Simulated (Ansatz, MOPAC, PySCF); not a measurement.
Molecule: CH2O (charge 0, singlet). SMILES: [H]/[C-]=[O+]/[H]
Geometry: optimised at B3LYP-D3(BJ)/def2-TZVP (Ansatz, an electronic-structure program).

Quantity: vertical ionisation energy to the doublet, in eV. Set-up: each state is the SCF solution reached for its charge and spin; UHF or UKS for open shells; 6-311+G** with 5d; spin-orbit terms left out; valence correlation only; dispersion terms only where a functional's name holds one; non-relativistic; 6-31G* and kin with 6d, 5d where marked; PM7 with its own dispersion and hydrogen-bond terms. Ab initio and DFT rows: single points at B3LYP-D3(BJ) geometries (Ansatz). Semi-empirical rows: differences of heats of formation at the shared geometry for vertical values. The Hartree-Fock reference of [H]/[C-]=[O+]/[H] (CH2O) is unstable towards a lower, spin-broken solution.

```
level               program  vertical ionisation energy to the doublet (eV)
------------------  -------  ----------------------------------------------
AM1                   MOPAC                                            9.13
PM3                   MOPAC                                            8.97
PM6                   MOPAC                                            9.10
PM7                   MOPAC                                            9.17
MNDO                  MOPAC                                            9.15
HF/6-311+G**         Ansatz                                            8.57
PBE/6-31G*           Ansatz                                            8.97
B3LYP/3-21G          Ansatz                                            9.11
B3LYP/6-31G*         Ansatz                                            9.22
B3LYP/6-311+G**      Ansatz                                            9.55
M06-2X/6-31G* (5d)    PySCF                                            9.29
MP2/6-31G*           Ansatz                                            8.77
MP2/6-311+G**        Ansatz                                            9.18
wB97X-V/def2-TZVPD   Ansatz                                            9.49
```

No value to compare with is used here. The 13 habitual levels span 8.57 (HF/6-311+G**) to 9.55 eV (B3LYP/6-311+G**); wB97X-V/def2-TZVPD gives 9.49.

The levels are drawn from those run, B3LYP/6-31G* more often than the rest, none by its result; left out are runs that failed, that the program found above a lower state of the same kind, or whose <S^2> lies over 0.5 above the pure value.
